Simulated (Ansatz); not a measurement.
Program: Ansatz. Geometries: PBE0-D4/def2-TZVP. ΔE: electronic, gas phase. CBS: MP2 limit from def2 TZ/QZ plus the TZ coupled-cluster correction, frozen cores. Functionals use def2-TZVPP. For Ge outer-core shells are correlated without core-valence functions, which leaves a few kJ/mol of doubt a bond. Scalar relativity is left out up to krypton. Each species was taken in one conformer, which may not be the lowest.

`CO[SiH](Cl)[GeH3]` + `O[SiH3]` → `CO[SiH](Cl)O[SiH3]` + GeH₄  (cleavage of the Si–Ge bond)

`CO[SiH](Cl)[GeH3]`:

```xyz
12

C     0.416    1.567   -1.289
O     0.400    0.157   -1.353
Si    0.707   -0.803   -0.065
Cl    1.062   -2.677   -0.812
Ge   -1.138   -0.921    1.435
H    -0.433    1.951   -0.714
H     0.347    1.950   -2.308
H     1.343    1.939   -0.838
H     1.947   -0.343    0.619
H    -1.524    0.491    1.918
H    -0.772   -1.764    2.667
H    -2.355   -1.548    0.739
```

`O[SiH3]`:

```xyz
6

O     0.395    0.326   -1.175
Si   -0.066   -0.251    0.298
H     0.275    1.260   -1.346
H     0.685    0.403    1.405
H     0.231   -1.702    0.277
H    -1.519   -0.036    0.542
```

`CO[SiH](Cl)O[SiH3]`:

Cartesian coordinates in Å:
```
C 1.701 -1.181 1.313
O 0.571 -0.808 0.554
Si 0.586 0.061 -0.815
Cl 1.624 1.805 -0.494
O -0.939 0.388 -1.213
Si -2.372 0.938 -0.620
H 2.382 -1.811 0.730
H 2.247 -0.301 1.663
H 1.354 -1.749 2.176
H 1.246 -0.643 -1.928
H -3.141 -0.196 -0.052
H -2.134 1.958 0.432
H -3.124 1.539 -1.747
```

GeH₄:

Cartesian coordinates in Å:
```
Ge 0.000 0.000 0.000
H 0.906 0.803 0.942
H -0.191 0.775 -1.310
H -1.364 -0.220 0.667
H 0.648 -1.358 -0.299
```

```json
{"level": "r2SCAN-D4", "ΔE (eV)": "-1.36"}
{"level": "PBE0-D4", "ΔE (eV)": "-1.25"}
{"level": "B2PLYP", "ΔE (eV)": "-1.41"}
{"level": "r2SCAN", "ΔE (eV)": "-1.35"}
{"level": "PBE0", "ΔE (eV)": "-1.23"}
{"level": "HF/def2-TZVPP", "ΔE (eV)": "-1.65"}
{"level": "MP2/def2-TZVPP", "ΔE (eV)": "-1.42"}
{"level": "MP2/CBS(def2)", "ΔE (eV)": "-1.40"}
```

**Question.** What does CCSD(T)/CBS give? (An estimate is asked.)

**Answer.** The calculation gave: -1.38 eV. The listed levels differ from it by 0.02, 0.13, -0.03, 0.03, 0.15, -0.27, -0.04, -0.02 eV.

Largest T1 diagnostic among the species: 0.012.

In def2-TZVPP, CCSD(T) changes the Hartree–Fock value by +0.25 eV (the triples alone add +0.03 eV) and MP2 by +0.23 eV. From PBE to PBE0 (25 % exact exchange), in def2-TZVPP and without D4, ΔE moves by −0.10 eV.
